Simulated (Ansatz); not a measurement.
Frontier orbitals of `FCC(F)CC(F)F`.

Cartesian coordinates in Å:
```
F 1.3443 2.0121 1.8022
C 0.9796 1.5700 0.5529
C 0.1354 0.3298 0.6616
F -1.0802 0.6639 1.2434
C -0.1308 -0.2904 -0.6921
C -0.9538 -1.5477 -0.5914
F -1.1988 -2.0305 -1.8360
F -0.2590 -2.5032 0.0823
H 1.8891 1.3529 -0.0162
H 0.4178 2.3672 0.0558
H 0.6225 -0.3860 1.3315
H 0.8114 -0.5492 -1.1826
H -0.6661 0.4196 -1.3282
H -1.9115 -1.4085 -0.0832
```

The species carries charge 0 and has multiplicity 1. The geometry is a stationary point of PBE0-D4/def2-TZVP. It is one conformer, not always the lowest. Basis def2-TZVPP, Ansatz.

A caution on the coupled-cluster cation, which keeps the state that its UHF reference found: it lies well above the hybrids' cation and may not be the lowest state.

Problem. Compute the vertical ionisation energy as the energy of the cation minus that of the neutral molecule, at each level. (Best estimate.)

Solution. Computed: 
| level | IE (eV) | difference from CCSD(T)/CBS(def2) |
| --- | --- | --- |
| PBE-D4/def2-TZVPP | 10.70 | -1.75 |
| r2SCAN-D4/def2-TZVPP | 10.99 | -1.46 |
| PBE0-D4/def2-TZVPP | 11.55 | -0.90 |
| B3LYP-D4/def2-TZVPP | 11.54 | -0.91 |
| ωB97X-V/def2-TZVPP | 12.02 | -0.43 |
| ωB97M-V/def2-TZVPP | 11.99 | -0.46 |
| B2PLYP/def2-TZVPP | 11.75 | -0.70 |
| HF/def2-TZVPP | 12.43 | -0.02 |
| MP2/def2-TZVPP | 12.42 | -0.03 |
| CCSD/def2-TZVPP | 12.49 | 0.04 |
| CCSD(T)/def2-TZVPP | 12.26 | -0.19 |
| HF/def2-QZVPP | 12.43 | -0.02 |
| MP2/def2-QZVPP | 12.53 | 0.08 |
| HF/CBS(def2) | 12.43 | -0.02 |
| MP2/CBS(def2) | 12.61 | 0.16 |
| CCSD/CBS(def2) | 12.68 | 0.23 |
| CCSD(T)/CBS(def2) | 12.45 | 0.00 |

B3LYP here is the variant with VWN-RPA as its local correlation; programs differ in this.
